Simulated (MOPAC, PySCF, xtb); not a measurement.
Relaxed torsion scan: SMILES N#Cc1c(cccc1)S, singlet. Scanned: dihedral C3–C8–S9–H14; all other coordinates were relaxed at GFN2-xTB. Points at φ and −φ are mirror images. Heavy atoms are numbered in the order of the SMILES N#Cc1ccccc1S, hydrogens after them in the order of the atoms that carry them; the mirror image has the same energies with the sign of each dihedral reversed.

PM3, restricted, heats of formation // GFN2-xTB (MOPAC); RMP2/3-21G = restricted MP2 (frozen core)/3-21G // GFN2-xTB in PySCF; GFN1-xTB // GFN2-xTB (xtb).

Energies in eV, each method relative to its own lowest point.

```csv
φ / °,PM3,RMP2/3-21G,GFN1-xTB
-160,0.020,0.070,0.071
-140,0.044,0.065,0.139
-120,0.070,0.045,0.216
-100,0.081,0.017,0.263
-80,0.071,0.000,0.252
-60,0.045,0.002,0.185
-40,0.016,0.012,0.096
-20,0.002,0.023,0.026
0,0.000,0.028,0.000
20,0.002,0.023,0.026
40,0.016,0.012,0.096
60,0.045,0.002,0.185
80,0.071,0.000,0.252
100,0.081,0.017,0.263
120,0.070,0.045,0.216
140,0.044,0.065,0.139
160,0.020,0.070,0.071
180,0.010,0.069,0.044
```
